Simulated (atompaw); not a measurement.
Reading a pseudo-wave (V (Z = 23))

Columns: radius, all-electron u(r) and pseudo u(r) of the 4s shell (level -27.76 eV) of vanadium in the configuration [Ar] 3d2 4s0 4p0; PBE, scalar-relativistic, PAW (atompaw) scheme, atompaw 4.2.0.5.

```
r (bohr)  all-electron  pseudo
   0.104        0.0589  0.0290
   0.208        0.2320  0.0587
   0.312        0.1120  0.0894
   0.415       -0.0973  0.1215
   0.519       -0.2714  0.1558
   0.623       -0.3648  0.1924
   0.727       -0.3775  0.2314
   0.831       -0.3266  0.2726
   0.935       -0.2330  0.3159
   1.038       -0.1165  0.3605
   1.142        0.0109  0.4065
   1.246        0.1379  0.4528
   1.350        0.2576  0.4986
   1.454        0.3656  0.5429
   1.558        0.4598  0.5848
   1.662        0.5390  0.6231
   1.765        0.6029  0.6567
   1.869        0.6531  0.6853
   1.973        0.6899  0.7076
   2.077        0.7145  0.7234
   2.181        0.7283  0.7321
   2.285        0.7324  0.7338
   2.388        0.7283  0.7287
   2.492        0.7172  0.7173
   2.596        0.7002  0.7002
   2.700        0.6784  0.6784
```

Q: How many radial nodes do the two functions have?

A: The all-electron 4s function has n − l − 1 = 3 (the table is too coarse to show those close to the nucleus); the pseudo-wave has 0, since the states of the same l below it are removed with the core.

Q: Is the pseudo-wave norm-conserving?

A: No, it belongs to a PAW set: the norm inside the radius is not constrained, and the difference is carried by the augmentation charge.
